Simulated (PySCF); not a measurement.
Two species compared at the same levels of theory.

First species: C3H9NSi2.
InChI=1S/C3H9NSi2/c4-2-1-3-6-5/h1-4H,6H2,5H3/b3-1+,4-2-

Second species: C3H9ClSSi.
SMILES: `CC[Si@H](Cl)SC`

Levels: CAM-B3LYP/def2-SVPD for dipole moment, HOMO energy, LUMO energy, HOMO–LUMO gap, static isotropic polarisability and electronic spatial extent ⟨r²⟩ about the centre of nuclear charge; TDDFT CAM-B3LYP/def2-SVPD for lowest singlet excitation; TDA CAM-B3LYP/def2-SVPD for lowest triplet excitation (Tamm–Dancoff); GFN2-xTB for rotational constant A and rotational constant C. Geometries: GFN2-xTB. Each structure is a single optimised conformer of the isolated species, non-relativistic unless stated; the electronic structure was computed with PySCF and density fitting.

Dipoles, sizes and rotational constants follow the conformer. The torsions of the flexible species, by atom-mapped SMILES:
- `[H]/[N:1]=[CH:2]\[CH:3]=[CH:4]\[SiH2:5][SiH3:6]`: N1–C2–C3–C4 178°, C3–C4–Si5–Si6 -104°
- `[CH3:1][CH2:2][Si@H:3]([Cl:4])[S:5][CH3:6]`: C1–C2–Si3–Cl4 -63°, C2–Si3–S5–C6 169°

```
                                                         property    column X    column Y
                                                    dipole moment      0.79 D      2.38 D
                                                      HOMO energy    -8.27 eV    -8.95 eV
                                                      LUMO energy     0.88 eV    -0.65 eV
                                                    HOMO–LUMO gap     9.15 eV     8.30 eV
                                        lowest singlet excitation     5.57 eV     4.52 eV
                         lowest triplet excitation (Tamm–Dancoff)     5.21 eV     3.42 eV
                                  static isotropic polarisability     96.7 au    107.8 au
electronic spatial extent ⟨r²⟩ about the centre of nuclear charge  1335 bohr²  1578 bohr²
                                            rotational constant A   2.549 GHz   5.957 GHz
                                            rotational constant C   0.887 GHz   0.716 GHz
```

Which column belongs to which species?

Column X is the second species and column Y the first. The first has 15 atoms and 62 electrons, the second 15 and 74.

How does each property change from the first species to the second?

dipole moment -1.59 D; HOMO energy +0.68 eV; LUMO energy +1.53 eV; HOMO–LUMO gap +0.85 eV; lowest singlet excitation +1.05 eV; lowest triplet excitation (Tamm–Dancoff) +1.79 eV; static isotropic polarisability -11.1 au; electronic spatial extent ⟨r²⟩ about the centre of nuclear charge -243 bohr²; rotational constant A -3.408 GHz; rotational constant C +0.171 GHz.

On the first: In atomic units the dipole is 0.94 e·bohr (1 au = 2.5417 D). A dipole of 2.38 D is allowed in C1, and pure rotational transitions are dipole-allowed.

On the second: The 8 singlets span 5.57 to 7.71 eV, and their oscillator strengths add up to 0.20. S1 lies 3.58 eV below the HOMO–LUMO gap; its leading configuration is HOMO→LUMO, weight 0.82.
